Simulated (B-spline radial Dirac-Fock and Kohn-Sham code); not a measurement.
# Two-hole binding energies of Nb³⁺

System: niobium as Nb³⁺, configuration [Kr] 4d2, inside a Watson sphere of charge -3 and radius 1.8 Å (a model of the Madelung potential; inside it an electron's potential energy is raised by 24.0 eV).

Input of the calculation (task.json; shells as n, l, electrons):

```json
{"items": [{
  "Z": 41,
  "q": 3,
  "cfg": [[1, 0, 2], [2, 0, 2], [2, 1, 6], [3, 0, 2], [3, 1, 6], [3, 2, 10], [4, 0, 2], [4, 1, 6], [4, 2, 2]],
  "A": 93,
  "rrms": 4.324,
  "watson": [-3, 1.8],
  "do": ["binding", "quiet", "double"]
}]}
```

Command: `python xray_run.py task.json out`

The computed values come from a radial finite-basis atomic code: ΔSCF Dirac-Fock with Breit, self-energy and vacuum polarisation, finite nucleus, configuration average. U is the two-hole binding energy less the two single-hole energies, the effective repulsion of the holes after relaxation. Each two-hole energy is an average over J within one jj subconfiguration.

```tsv
holes	E(a) (eV)	E(b) (eV)	E(ab) (eV)	U (eV)
1s⁻¹ 2p1/2⁻¹	19002.1	2482.9	21658.5	173.4
2s⁻²	2720.6	2720.6	?	?
2s⁻¹ 2p1/2⁻¹	2720.6	2482.9	5299.0	95.5
2s⁻¹ 2p3/2⁻¹	2720.6	2388.6	5203.1	93.9
2p1/2⁻¹ 2p3/2⁻¹	2482.9	2388.6	4986.2	114.7
2s⁻¹ 3p1/2⁻¹	2720.6	398.0	3164.0	45.3
2p1/2⁻¹ 3s⁻¹	2482.9	488.1	3015.8	44.8
2s⁻¹ 3d3/2⁻¹	2720.6	223.5	2990.4	46.3
2p1/2⁻¹ 3p3/2⁻¹	2482.9	382.3	2911.0	45.8
2p1/2⁻¹ 3d3/2⁻¹	2482.9	223.5	2751.4	45.0
2p3/2⁻¹ 3d3/2⁻¹	2388.6	223.5	2659.1	46.9
3p1/2⁻¹ 3p3/2⁻¹	398.0	382.3	816.0	35.6
3p3/2⁻²	382.3	382.3	800.8	36.2
3d3/2⁻²	223.5	223.5	484.8	37.7
```

Question: Give the missing two-hole energy and U.

Answer: E(ab) = 5544.3 eV and U = 103.1 eV.
